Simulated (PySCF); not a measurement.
Input of a run (PBE0-D3(BJ)/def2-SVP geometry optimisation, gas phase (PySCF 2.14.0)), started from GFN2-xTB:
```
{"job": {"xc": "PBE0", "basis": "def2-SVP", "d3": "d3bj", "grid": 1, "kind": "geom"}, "charge": 0, "multiplicity": 2}
F      2.964040    -0.525770     0.872110
C      2.316410     0.339000     0.071330
F      2.896640     1.529060     0.248870
F      2.586090    -0.039360    -1.188470
C      0.820020     0.362290     0.359870
C      0.213980    -1.045290     0.196400
C     -1.303920    -1.002520     0.384160
C     -1.956890     0.078580    -0.519520
C     -1.220120     1.340050    -0.253370
N      0.155800     1.303310    -0.542310
H      0.690540     0.724340     1.386850
H      0.662330    -1.726600     0.921860
H      0.451460    -1.410310    -0.806980
H     -1.530630    -0.769740     1.426340
H     -1.728490    -1.980690     0.152770
H     -1.848750    -0.222820    -1.565040
H     -3.016360     0.166630    -0.285190
H     -1.470080     1.914920     0.626020
H      0.298340     0.983410    -1.500600
```

Output (energies in Eh, forces in Eh/bohr):
```
step   0  E = -587.25269948  max force = 0.016328
step   1  E = -587.25448428  max force = 0.004168
step   2  E = -587.25476207  max force = 0.002111
step   3  E = -587.25486346  max force = 0.001249
step   4  E = -587.25496816  max force = 0.001418
step   5  E = -587.25503004  max force = 0.001217
step   6  E = -587.25505973  max force = 0.000771
step   7  E = -587.25506286  max force = 0.000400
optimisation converged
```

Question: Summarise the run.

Answer: The energy falls by 0.064 eV over 8 energy and gradient evaluations, the largest force component goes from 0.0163 to 4.0e-04 Eh/bohr, and the atoms move by 0.104 Å rms after alignment. The bond that changes most is C9–H18 (ends: carbon bonded to C, N and H; hydrogen on carbon), which lengthens by 0.017 Å. Bonds longer at the end by more than 0.005 Å: 10 of 19; shorter: 5. Among the angles that change most is C7–C8–C9, from 106.2° to 109.0°. Among the dihedrals that turn most is H18–C9–N10–C5, from 77° to 97°. The energy never rose by more than 1e-6 Eh on the way. The first step brought 76 % of the lowering.

Question: What are the final bond lengths?

Answer: F1–C2 1.338 Å, C2–F3 1.329 Å, C2–F4 1.343 Å, C2–C5 1.517 Å, C5–C6 1.531 Å, C6–C7 1.527 Å, C7–C8 1.542 Å, C8–C9 1.490 Å, C9–N10 1.416 Å, C5–N10 1.460 Å, C5–H11 1.104 Å, C6–H12 1.101 Å, C6–H13 1.105 Å, C7–H14 1.104 Å, C7–H15 1.102 Å, C8–H16 1.108 Å, C8–H17 1.101 Å, C9–H18 1.097 Å, N10–H19 1.022 Å. Numbering counts from 1 in the input's order; the species is `FC(F)(F)[C@@H]1CCC[CH]N1` [radical].

The run used 185 basis functions and 61 SCF cycles in all.

Stationary, but not proved a minimum. ⟨S²⟩ = 0.754 (exact for a doublet: 0.75).

One conformer stands for the species.
